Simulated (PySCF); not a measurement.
CF3, SMILES F[C](F)F (connectivity only; charge and spin as stated), charge +1, multiplicity 1. The structure is a stationary point at B3LYP-D3(BJ)/def2-TZVP. The multiplicity is an assumed one; other spin states were not compared. The isomer is the one that the SMILES or the coordinates give; other isomers of the formula were not compared.

All values below come from B3LYP-D3(BJ)/def2-TZVP run with PySCF 2.14.0.

Harmonic wavenumbers (cm⁻¹): 587, 587, 798, 1048, 1660, 1660. Rotational constants (GHz): 11.61, 11.61, 5.807; symmetry number 6.

Work out the zero-point energy and the ideal-gas rigid-rotor harmonic-oscillator thermochemistry at 298.15 K and 1 atm.

ZPE = ½ Σ hcν = ½ × 6341 cm⁻¹ = 9.06 kcal/mol. H − E(el) = 11.72 kcal/mol. Entropy in cal/(mol K): translation 38.61, rotation 19.97, vibration 1.24, total 59.83. G − E(el) = -6.12 kcal/mol. Cp = 11.13 cal/(mol K).
